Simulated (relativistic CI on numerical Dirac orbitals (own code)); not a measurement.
Calculated at this level of theory: Dirac-Coulomb-Breit CI, orbitals from a KLI potential per configuration, a model potential for QED, unscaled Slater integrals (own radial code, finite nucleus).

The strongest absorption lines from the ground level of an ion, among the configurations computed and to levels below about 268 eV (vacuum wavelength in nm, gf): 4.9674 (0.11), 5.1940 (0.88), 5.2338 (0.1), 5.4948 (0.027), 6.0250 (1.8), 6.1071 (0.073), 7.2410 (0.22), 7.3081 (0.043).

Which ion is it?
A. S6+
B. S4+
C. Mg2+
D. Ar8+

A. S6+ has 10 electrons and the ground level 2s²2p⁶ ¹S0; the strongest line goes to 2s²2p⁵3d ¹P°1. The pattern of lines fixes the number of electrons, and along that sequence the line energies rise steadily with the charge (about as its square where n changes within one kind of shell, about linearly where n is kept but much faster in heavy ions where fine structure, which grows about as Z⁴, sets the gap, and irregularly where shells cross), which fixes Z. Configurations outside the model, such as inner-shell arrays, can give stronger lines. At this charge configurations can still be misplaced by up to about 7 % of their energy. 22 of the 29 excited levels that our extract of the measured tables holds in this range could be paired (the sources list more); they are missed by 7550 cm⁻¹ on average and 8779 at most, and levels without a partner can miss by more.

LS names give the leading component of a level, which can be under half, so a name can repeat, a term be missing and a line seem to break the LS rules.
